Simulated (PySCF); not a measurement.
C₅H₇N₃.
SMILES with atom numbers: `[cH:1]1[cH:2][n:3][n:4]([CH:5]2[CH2:6][CH2:7]2)[n:8]1`

NICS = −σ at a ghost point: NICS(0) at the centroid of the ring atoms, NICS(1) 1 Å to either side along the normal of their mean plane, zz for the tensor component along that normal. Level: GIAO PBE0/pcSseg-1 (PySCF, non-relativistic, gas phase) on the GFN2-xTB geometry, one conformer.

Rings: 1. C1–C2–N3–N4–N8; 2. C5–C6–C7.

```json
{"set": "P", "NICS(0)": "-40.4", "NICS(1), two faces": "-6.0 / -8.5", "NICS(1)zz, two faces": "-20.7 / -23.6"}
{"set": "Q", "NICS(0)": "-13.6", "NICS(1), two faces": "-13.6 / -13.6", "NICS(1)zz, two faces": "-33.8 / -33.8"}
```

Which set (ppm) belongs to which ring?

P = 2, Q = 1.
- 1 (5-membered ring with 3 N; formal bonds all aromatic): mean NICS(1)zz -33.8 ppm, shielded. The ring is flat and has no four-coordinate atom; by the NICS criterion it is aromatic.
- 2 (3-membered carbocycle; formal bonds all single): mean NICS(1)zz -22.1 ppm, shielded. C5, C6, C7 have four or more neighbours; no verdict on aromaticity is drawn.

How do the rings differ in shape?

```tsv
ring	bond lengths (Å)	rms pucker (Å)	HOMA	nearest outside atom to a NICS(1) probe (Å)
1	1.395, 1.327, 1.310, 1.310, 1.326	0.00	1.00	hydrogen 2.42
2	1.500, 1.496, 1.500	0.00	–	hydrogen 1.43
```

HOMA = 1 − mean of α(R − Ropt)² over the ring bonds, with Krygowski's 1993 parameters (CC: Ropt 1.388 Å, α 257.7 Å⁻²; CN: Ropt 1.334 Å, α 93.52 Å⁻²; NN: Ropt 1.309 Å, α 130.33 Å⁻²). A dash marks a ring with a four-coordinate atom, a triple bond, no multiple bond or a kind of bond without parameters.

Shape of the structure used: `[cH:1]1[cH:2][n:3][n:4]([CH:5]2[CH2:6][CH2:7]2)[n:8]1`: N3–N4–C5–C6 145°.
